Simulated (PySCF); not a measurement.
Atomic charges by several schemes

Species: N-phenylethylenediamine, C₈H₁₂N₂.
Structure used (GFN2-xTB), in Å, numbered top down from 1:
```
atom  x, y, z in Å
N1     3.273    0.758   -0.338
C2     2.905   -0.649   -0.391
C3     1.432   -0.775   -0.776
N4     0.639   -0.066    0.195
C5    -0.723    0.078    0.096
C6    -1.370    1.020    0.905
C7    -2.743    1.141    0.890
C8    -3.511    0.332    0.067
C9    -2.882   -0.597   -0.742
C10   -1.506   -0.727   -0.735
H11    3.217    1.169   -1.264
H12    4.224    0.866   -0.006
H13    3.511   -1.239   -1.097
H14    3.045   -1.066    0.610
H15    1.151   -1.833   -0.780
H16    1.283   -0.377   -1.794
H17    1.134    0.718    0.598
H18   -0.775    1.654    1.548
H19   -3.220    1.874    1.526
H20   -4.586    0.428    0.055
H21   -3.468   -1.232   -1.392
H22   -1.039   -1.458   -1.377
```

Density: PBE0/pcSseg-1 (PySCF); schemes: Mulliken, IAO, Hirshfeld and ESP-fitted. Geometry: GFN2-xTB, one conformer, isolated molecule.

Tabulate the Mulliken, IAO, Hirshfeld and ESP-fitted charges.

In e:

```json
{"atom": "N1", "environment": "primary amine nitrogen", "Mulliken": "-0.468", "IAO": "-0.578", "Hirshfeld": "-0.224", "ESP-fitted": "-0.901"}
{"atom": "C2", "environment": "sp3 carbon bound to nitrogen", "Mulliken": "-0.076", "IAO": "-0.146", "Hirshfeld": "-0.024", "ESP-fitted": "+0.290"}
{"atom": "C3", "environment": "sp3 carbon bound to nitrogen", "Mulliken": "-0.033", "IAO": "-0.146", "Hirshfeld": "-0.021", "ESP-fitted": "-0.114"}
{"atom": "N4", "environment": "aniline-type nitrogen", "Mulliken": "-0.544", "IAO": "-0.347", "Hirshfeld": "-0.126", "ESP-fitted": "-0.547"}
{"atom": "C5", "environment": "aromatic carbon bearing nitrogen", "Mulliken": "+0.169", "IAO": "+0.119", "Hirshfeld": "+0.049", "ESP-fitted": "+0.553"}
{"atom": "C6", "environment": "aromatic CH carbon", "Mulliken": "-0.104", "IAO": "-0.202", "Hirshfeld": "-0.078", "ESP-fitted": "-0.491"}
{"atom": "C7", "environment": "aromatic CH carbon", "Mulliken": "-0.077", "IAO": "-0.143", "Hirshfeld": "-0.054", "ESP-fitted": "+0.013"}
{"atom": "C8", "environment": "aromatic CH carbon", "Mulliken": "-0.096", "IAO": "-0.194", "Hirshfeld": "-0.078", "ESP-fitted": "-0.316"}
{"atom": "C9", "environment": "aromatic CH carbon", "Mulliken": "-0.067", "IAO": "-0.140", "Hirshfeld": "-0.054", "ESP-fitted": "-0.053"}
{"atom": "C10", "environment": "aromatic CH carbon", "Mulliken": "-0.124", "IAO": "-0.219", "Hirshfeld": "-0.084", "ESP-fitted": "-0.383"}
{"atom": "H11", "environment": "N–H hydrogen", "Mulliken": "+0.174", "IAO": "+0.243", "Hirshfeld": "+0.111", "ESP-fitted": "+0.353"}
{"atom": "H12", "environment": "N–H hydrogen", "Mulliken": "+0.177", "IAO": "+0.250", "Hirshfeld": "+0.116", "ESP-fitted": "+0.344"}
{"atom": "H13", "environment": "methylene hydrogen", "Mulliken": "+0.112", "IAO": "+0.114", "Hirshfeld": "+0.033", "ESP-fitted": "-0.030"}
{"atom": "H14", "environment": "methylene hydrogen", "Mulliken": "+0.123", "IAO": "+0.145", "Hirshfeld": "+0.043", "ESP-fitted": "+0.042"}
{"atom": "H15", "environment": "methylene hydrogen", "Mulliken": "+0.129", "IAO": "+0.140", "Hirshfeld": "+0.044", "ESP-fitted": "+0.083"}
{"atom": "H16", "environment": "methylene hydrogen", "Mulliken": "+0.106", "IAO": "+0.112", "Hirshfeld": "+0.029", "ESP-fitted": "+0.085"}
{"atom": "H17", "environment": "N–H hydrogen", "Mulliken": "+0.194", "IAO": "+0.264", "Hirshfeld": "+0.103", "ESP-fitted": "+0.301"}
{"atom": "H18", "environment": "aromatic hydrogen", "Mulliken": "+0.078", "IAO": "+0.142", "Hirshfeld": "+0.042", "ESP-fitted": "+0.193"}
{"atom": "H19", "environment": "aromatic hydrogen", "Mulliken": "+0.082", "IAO": "+0.149", "Hirshfeld": "+0.047", "ESP-fitted": "+0.123"}
{"atom": "H20", "environment": "aromatic hydrogen", "Mulliken": "+0.078", "IAO": "+0.146", "Hirshfeld": "+0.041", "ESP-fitted": "+0.160"}
{"atom": "H21", "environment": "aromatic hydrogen", "Mulliken": "+0.081", "IAO": "+0.149", "Hirshfeld": "+0.046", "ESP-fitted": "+0.135"}
{"atom": "H22", "environment": "aromatic hydrogen", "Mulliken": "+0.085", "IAO": "+0.141", "Hirshfeld": "+0.037", "ESP-fitted": "+0.163"}
```

Mean size of the charges over all atoms: ESP-fitted 0.258 e, IAO 0.192 e, Mulliken 0.144 e, Hirshfeld 0.068 e. Each set sums to the total charge, 0, to within 0.001 e. The Hirshfeld scheme divides the density at each point in proportion to the densities of the neutral, spherically averaged free atoms.

Lowest charge. The schemes don't all agree: Mulliken N4 (-0.544); IAO N1 (-0.578); Hirshfeld N1 (-0.224); ESP-fitted N1 (-0.901).

Highest charge. The schemes don't all agree: Mulliken H17 (+0.194); IAO H17 (+0.264); Hirshfeld H12 (+0.116); ESP-fitted C5 (+0.553).

How closely do the schemes follow one another over all atoms?

Correlation coefficient and root-mean-square difference: IAO with Hirshfeld 0.99, 0.138 e; Mulliken with IAO 0.93, 0.081 e; Mulliken with Hirshfeld 0.93, 0.118 e; Hirshfeld with ESP-fitted 0.90, 0.265 e; IAO with ESP-fitted 0.86, 0.184 e; Mulliken with ESP-fitted 0.85, 0.200 e.

How many electrons does the Hirshfeld scheme count on N1?

Z − q = 7 − (-0.224) = 7.224.

Sum the charges by element.

```json
{"element": "N", "atoms": "2", "Mulliken": "-1.012", "IAO": "-0.925", "Hirshfeld": "-0.349", "ESP-fitted": "-1.448"}
{"element": "C", "atoms": "8", "Mulliken": "-0.408", "IAO": "-1.071", "Hirshfeld": "-0.344", "ESP-fitted": "-0.502"}
{"element": "H", "atoms": "12", "Mulliken": "+1.420", "IAO": "+1.996", "Hirshfeld": "+0.693", "ESP-fitted": "+1.950"}
```
